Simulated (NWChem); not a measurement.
Molecule: C3H6O; SMILES C=COC

```xyz
10

C     -0.0956     1.8727     0.0029
C      0.3405     0.6118    -0.0032
O     -0.4867    -0.4506    -0.0042
C      0.1226    -1.7122     0.0032
H     -1.1638     2.0994     0.0086
H      0.6215     2.6933     0.0014
H      1.4142     0.3763    -0.0090
H     -0.6793    -2.4620     0.0008
H      0.7426    -1.8652     0.9052
H      0.7530    -1.8706    -0.8906
```
Atoms are numbered in this order, from 1.

Coordinates come from a PBE0/def2-SVP optimisation.

Question: List the 6 lowest vertical singlet excitations and the 6 lowest triplet ones from B3LYP/def2-SVP, TDA (NWChem).

Answer: 
```
state  energy (eV)  oscillator strength  leading excitation (squared amplitude)
-----  -----------  -------------------  --------------------------------------
S1            6.82                0.015                    HOMO → LUMO+1 (0.92)
S2            7.32                0.592                      HOMO → LUMO (0.85)
S3            7.49                0.005                    HOMO → LUMO+2 (0.92)
S4            8.13                0.002                    HOMO → LUMO+3 (0.93)
S5            8.38                0.002                    HOMO−1 → LUMO (0.94)
S6            8.51                0.013                    HOMO → LUMO+4 (0.90)
T1            4.18       spin-forbidden                      HOMO → LUMO (0.96)
T2            6.67       spin-forbidden                    HOMO → LUMO+1 (0.86)
T3            7.28       spin-forbidden                    HOMO → LUMO+2 (0.85)
T4            7.82       spin-forbidden                    HOMO → LUMO+3 (0.85)
T5            8.04       spin-forbidden                    HOMO−1 → LUMO (0.94)
T6            8.18       spin-forbidden                    HOMO−2 → LUMO (0.87)
```
